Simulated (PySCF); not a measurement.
Problem. Give a PBE0-D3(BJ)/def2-SVP geometry of `CCC[C@](C)(OC)C(N)=O`.

Solution. 
```
atom  x, y, z in Å
C1     2.6046   -0.6441    0.0252
C2     1.2375   -0.4697   -0.6173
C3     0.2066    0.0782    0.3581
C4    -1.2213    0.2087   -0.1882
C5    -2.1532    0.6716    0.9238
O6    -1.5588   -1.0670   -0.7123
C7    -2.9125   -1.3197   -0.9684
C8    -1.2086    1.2753   -1.3048
N9    -1.1694    0.7730   -2.5610
O10   -1.2024    2.4628   -1.0498
H11    2.9941    0.3144    0.4046
H12    3.3403   -1.0422   -0.6901
H13    2.5594   -1.3407    0.8779
H14    0.8777   -1.4356   -1.0069
H15    1.3239    0.2044   -1.4862
H16    0.1546   -0.5805    1.2422
H17    0.5149    1.0745    0.7146
H18   -2.1668   -0.0686    1.7375
H19   -1.7914    1.6320    1.3110
H20   -3.1801    0.8337    0.5673
H21   -2.9633   -2.2787   -1.5039
H22   -3.5071   -1.4132   -0.0433
H23   -3.3750   -0.5413   -1.6037
H24   -1.0752   -0.2241   -2.6971
H25   -1.0657    1.4137   -3.3360
```

Orientation and origin are arbitrary. Atoms count from 1 in this order. The C–C distances run from 1.521 Å (C1–C2, drawn single) to 1.544 Å (C4–C8, drawn single), a spread of 0.023 Å. N9 (amide nitrogen) is almost planar (angles 120.8°, 119.6° and 118.6°, sum 359.1°, 0.06 Å off the plane of its three neighbours). Of the pairs four or more bonds apart, those above aside, O6···H14 is among the closest relative to their van der Waals radii: 2.48 Å, 91 % of the sum of Bondi's values. H24 on N9 lies 2.21 Å from O6, 4 bonds away (angle at H 104°; Bondi radii sum to 2.72 Å).

Bonds between heavy atoms (Å): C1–C2 1.521, C2–C3 1.521, C3–C4 1.534, C4–C5 1.523, C4–O6 1.420, O6–C7 1.401, C4–C8 1.544, C8–N9 1.353, C8=O10 1.215.

Level of theory: PBE0-D3(BJ)/def2-SVP geometry optimisation, gas phase (PySCF 2.14.0).

Point group: C1 (no symmetry element, even within 0.4 Å). Stationary, but not proved a minimum. One conformer, not necessarily the lowest (C1–C2–C3–C4 -177°, C2–C3–C4–C5 176°, C3–C4–O6–C7 164°, C3–C4–C8–N9 100°, C4–C8–N9–H -5° and -174°).
